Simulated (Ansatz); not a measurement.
Consider the isomerisation: `C[S][GeH2][SiH3]` → `[SiH3]S[CH2][GeH3]`.

Calculated with Ansatz (gas phase, PBE0-D4/def2-TZVP geometries, no zero-point term in ΔE). CCSD(T)/CBS adds triple-zeta CCSD(T) − MP2 to the extrapolated MP2 energy (def2 sets, frozen cores). Functionals use def2-TZVPP. For Ge outer-core shells are correlated without core-valence functions, which leaves a few kJ/mol of doubt a bond. Scalar relativity is left out up to krypton. One conformer a species, not always the lowest.

```csv
level,ΔE (kJ/mol)
r2SCAN-D4,29.3
PBE0-D4,32.3
ωB97M-V,23.3
HF/def2-QZVPP,22.1
```

(1) What does CCSD(T)/CBS give? (Estimate.)

Largest T1 diagnostic among the species: 0.011.

## Answers

(1) Ansatz gave: +22.3 kJ/mol. The listed levels differ from it by 7.0, 10.0, 1.0, -0.2 kJ/mol.
